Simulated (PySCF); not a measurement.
**Spin-rotation constants: `COCC1(C(F)(F)Cl)CC1`, C₆H₉ClF₂O**

Geometry:
```json
{"atom": "C1", "x (Å)": "2.820", "y (Å)": "-0.469", "z (Å)": "0.161"}
{"atom": "O2", "x (Å)": "1.434", "y (Å)": "-0.693", "z (Å)": "0.191"}
{"atom": "C3", "x (Å)": "0.689", "y (Å)": "0.486", "z (Å)": "0.029"}
{"atom": "C4", "x (Å)": "-0.793", "y (Å)": "0.150", "z (Å)": "0.050"}
{"atom": "C5", "x (Å)": "-1.666", "y (Å)": "1.366", "z (Å)": "-0.089"}
{"atom": "F6", "x (Å)": "-2.966", "y (Å)": "1.059", "z (Å)": "-0.230"}
{"atom": "F7", "x (Å)": "-1.348", "y (Å)": "2.097", "z (Å)": "-1.179"}
{"atom": "Cl8", "x (Å)": "-1.525", "y (Å)": "2.449", "z (Å)": "1.336"}
{"atom": "C9", "x (Å)": "-1.272", "y (Å)": "-1.133", "z (Å)": "-0.573"}
{"atom": "C10", "x (Å)": "-1.293", "y (Å)": "-0.972", "z (Å)": "0.914"}
{"atom": "H11", "x (Å)": "3.134", "y (Å)": "-0.046", "z (Å)": "-0.801"}
{"atom": "H12", "x (Å)": "3.292", "y (Å)": "-1.439", "z (Å)": "0.302"}
{"atom": "H13", "x (Å)": "3.132", "y (Å)": "0.211", "z (Å)": "0.963"}
{"atom": "H14", "x (Å)": "0.918", "y (Å)": "1.198", "z (Å)": "0.839"}
{"atom": "H15", "x (Å)": "0.943", "y (Å)": "0.971", "z (Å)": "-0.929"}
{"atom": "H16", "x (Å)": "-0.511", "y (Å)": "-1.765", "z (Å)": "-1.000"}
{"atom": "H17", "x (Å)": "-2.208", "y (Å)": "-1.120", "z (Å)": "-1.110"}
{"atom": "H18", "x (Å)": "-2.243", "y (Å)": "-0.842", "z (Å)": "1.409"}
{"atom": "H19", "x (Å)": "-0.549", "y (Å)": "-1.500", "z (Å)": "1.487"}
```

Theory: PySCF 2.14.0, GIAO BHandHLYP/pcSseg-1 magnetisability, rotational g tensor and spin-rotation constants, non-relativistic, gas phase. Geometry: GFN2-xTB.

Problem. Give the nuclear spin-rotation constants along the inertial axes (H = +C I·J) beside the isotropic shieldings.

Solution. Rotational constants 1.7210, 0.7615, 0.6662 GHz. A star marks the isotopologue with that one atom substituted, in its own axes.
| atom | isotope | Caa (kHz) | Cbb (kHz) | Ccc (kHz) | mean (kHz) | σ (ppm) |
| --- | --- | --- | --- | --- | --- | --- |
| F6 | 19F | 2.474 | 0.849 | 0.672 | 1.331 | 264.2 |
| F7 | 19F | 2.907 | 0.884 | 0.617 | 1.470 | 251.6 |
| Cl8 | 35Cl | 0.758 | 0.169 | 0.194 | 0.373 | 611.2 |
| H11 | 1H | -0.172 | -0.083 | 0.029 | -0.075 | 28.6 |
| H12 | 1H | 0.008 | -0.057 | -0.057 | -0.035 | 28.1 |
| H13 | 1H | -0.165 | 0.004 | -0.050 | -0.070 | 28.5 |
| H14 | 1H | -0.148 | 0.008 | -0.053 | -0.064 | 28.0 |
| H15 | 1H | -0.161 | -0.080 | 0.027 | -0.071 | 28.2 |
| H16 | 1H | -0.026 | -0.071 | -0.067 | -0.054 | 30.9 |
| H17 | 1H | -0.106 | -0.035 | -0.066 | -0.069 | 30.8 |
| H18 | 1H | -0.075 | -0.080 | -0.044 | -0.067 | 31.2 |
| H19 | 1H | -0.071 | -0.082 | -0.039 | -0.064 | 30.9 |
| C1 | 13C* | 0.303 | 0.153 | 0.154 | 0.203 | 126.7 |
| O2 | 17O* | -0.118 | -0.029 | -0.035 | -0.061 | 332.0 |
| C3 | 13C* | 0.315 | 0.181 | 0.159 | 0.218 | 116.7 |
| C4 | 13C* | 0.154 | 0.162 | 0.118 | 0.145 | 156.5 |
| C5 | 13C* | 0.542 | 0.248 | 0.213 | 0.334 | 48.2 |
| C9 | 13C* | 0.166 | 0.119 | 0.092 | 0.126 | 176.2 |

For the geometry as given, no vibrational averaging.
